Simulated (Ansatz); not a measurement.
Basis-set extrapolation for `O=CB(S)Cl` (PBE0-D4/def2-TZVP geometry, frozen core, the Gaussian-basis code of Ansatz). Multiplicity 1, RHF reference.

```json
{"": "HF", "def2-TZVPP": "-995.740244", "def2-QZVPP": "-995.769875"}
{"": "MP2 correlation", "def2-TZVPP": "-0.842128", "def2-QZVPP": "-0.911724"}
{"": "CCSD(T) correlation", "def2-TZVPP": "-0.923770", "def2-QZVPP": "not run"}
```

Energies in hartree. Use E(X) = E(∞) + A·exp(−7.88·√X) for Hartree–Fock and E(X) = E(∞) + B·X^(−2.97) for correlation, with X = 3 and 4, and add CCSD(T) minus MP2 of the smaller set to the MP2 limit.

Question: What is the CCSD(T) energy at the basis-set limit?

Answer: HF limit: -995.769875 + (-0.029631) × 0.13774 = -995.77396. MP2 limit: -0.911724 + (-0.069596) × 0.74074 = -0.96328. Higher-order term: -0.923770 − (-0.842128) = -0.08164. Total: -996.81888 hartree, 406.6 kJ/mol below CCSD(T)/def2-TZVPP.
